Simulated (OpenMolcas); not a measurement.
**Computed transition rates of Ni4+**

```json
{"Program": "OpenMolcas", "Method": "MS-CASPT2, IPEA 0.25 Eh, imaginary shift 0.1 Eh (closed shells correlated: 3s 3p)", "Basis": "ANO-RCC-VTZP [6s5p3d2f1g]", "Scalar Hamiltonian": "DKH2, point nucleus", "Active space": "6 electrons in 5 orbitals (3d)", "State averaging": "2S+1 = 5 even, 5 roots; 2S+1 = 3 even, 45 roots kept (CI in the orbitals of an earlier block); 2S+1 = 1 even, 50 roots kept (CI in the orbitals of an earlier block)", "Spin-orbit coupling": "state interaction with AMFI integrals over the reference wave functions, term energies averaged over their components"}
```

Rates come from the transition moments of the reference wave functions (E1 and E2 in the length form). At fixed line strength A goes as λ^-3 for E1 and M1 and as λ^-5 for E2, so a rate at the computed wavelength can be rescaled to the measured one. Measured vacuum wavelengths follow from level energies in Corliss and Sugar, J. Phys. Chem. Ref. Data 10, 197 (1981). Branching counts decays inside the model space alone, at computed energies, and the table is only a selection of the E2 and M1 lines, drawn from those between levels with measured partners whose computed energy lies within a factor of 1.5 of the measured one.

```tsv
Upper	Lower	Type	λ computed (nm)	λ measured (nm)	A computed (s-1)	A rescaled (s-1)	Branching %
3d⁶ ¹D₂(2)	3d⁶ ¹G₄(1)	E2	157.6	160.7	2.75e+01	2.49e+01	59.0
3d⁶ ¹S₀(1)	3d⁶ ³P₁(1)	M1	503.6	526.3	6.34e+00		100.0
3d⁶ ³P₀(1)	3d⁶ ⁵D₁	M1	352.5	360.1	3.66e+00		98.6
3d⁶ ¹G₄(2)	3d⁶ ¹I₆	E2	266.7	272.9	3.35e+00	2.99e+00	42.6
3d⁶ ³P₁(1)	3d⁶ ⁵D₂	M1	360.2	367.5	2.81e+00		76.2
3d⁶ ³P₀(2)	3d⁶ ⁵D₁	M1	149.7	154.2	2.64e+00		39.4
3d⁶ ³P₂(1)	3d⁶ ⁵D₃	M1	387	395.8	2.23e+00		90.7
3d⁶ ³F₄(1)	3d⁶ ⁵D₄	M1	334.3	343.4	2.23e+00		84.1
3d⁶ ¹G₄(1)	3d⁶ ³F₄(1)	M1	715.6	764.3	1.30e+00		42.0
3d⁶ ³F₃(1)	3d⁶ ⁵D₃	M1	339.4	348.7	1.27e+00		65.6
3d⁶ ¹D₂(1)	3d⁶ ³F₃(1)	M1	497.9	525.3	1.23e+00		40.7
3d⁶ ³D₃	3d⁶ ⁵D₄	M1	233.1	238.5	1.14e+00		56.0
3d⁶ ³D₁	3d⁶ ⁵D₁	M1	245	251.1	7.30e-01		39.6
3d⁶ ³F₂(1)	3d⁶ ⁵D₂	M1	342.4	352	5.11e-01		56.8
3d⁶ ¹I₆	3d⁶ ³H₆	M1	679.1	707.2	4.68e-01		60.7
3d⁶ ³G₃	3d⁶ ³H₄	M1	1510	1525	2.07e-01		39.8
3d⁶ ³G₅	3d⁶ ³H₆	M1	1623	1627	1.85e-01		46.8
3d⁶ ³G₄	3d⁶ ³F₄(1)	M1	1964	2025	1.74e-01		47.6
3d⁶ ³H₄	3d⁶ ⁵D₄	M1	348.6	359	1.62e-01		85.2
3d⁶ ⁵D₃	3d⁶ ⁵D₄	M1	11670	11240	2.19e-02	2.45e-02	100.0
3d⁶ ⁵D₂	3d⁶ ⁵D₃	M1	17100	16660	1.30e-02	1.41e-02	100.0
3d⁶ ⁵D₁	3d⁶ ⁵D₂	M1	26810	26210	4.91e-03	5.25e-03	100.0
3d⁶ ³H₅	3d⁶ ³H₆	M1	25800	21410	1.50e-03	2.62e-03	91.1
3d⁶ ⁵D₀	3d⁶ ⁵D₁	M1	54890	53730	9.79e-04	1.04e-03	100.0
3d⁶ ³H₆	3d⁶ ⁵D₄	E2	356.2	368.9	2.18e-05		100.0
```

Spin-changing lines and M1 lines between different terms are not rescaled, since their strength hangs on the term gaps too.

The largest correction is for 3d⁶ ³H₅ → 3d⁶ ³H₆ (M1): 1.50e-03 × (25800 / 21410)^3 = 2.62e-03 s-1, a factor of 1.75.

The computed order of these levels differs from the measured one in 2 places, and where term gaps are wrong the rates of spin-changing lines can be off by large factors.

These are rates of the free ion; in crystals, glasses and complexes forced electric-dipole and non-radiative decay shorten such lifetimes by orders of magnitude. No measured rate stands beside these. Rescaling mends the energy factor alone: line strengths can still be far off where a level mixes with configurations outside the active space, and weak or spin-changing lines hang on small mixing coefficients that depend on the term gaps too, so rescaling need not improve them.

CASPT2 does not keep the components of a term degenerate, so their means are used; among the terms shown or strongly mixed into the levels shown the widest spread is 1000 cm-1 (3d⁶ ¹I). Terms from blocks run as CI alone lack orbitals of their own. The CASPT2 spread within a term exceeds the gap to the next term for 3d⁶ ¹I and 3d⁶ ³D, so the order of their levels is uncertain. Computed and measured levels are paired by configuration, term and J; levels that our copy of the source lacks, or whose pairing is in doubt (as where it misses far off the trend of its configuration), stay unpaired. Levels of configurations outside the active space are missing.

A number in round brackets counts repeated terms of one configuration in the order of the reference energies.
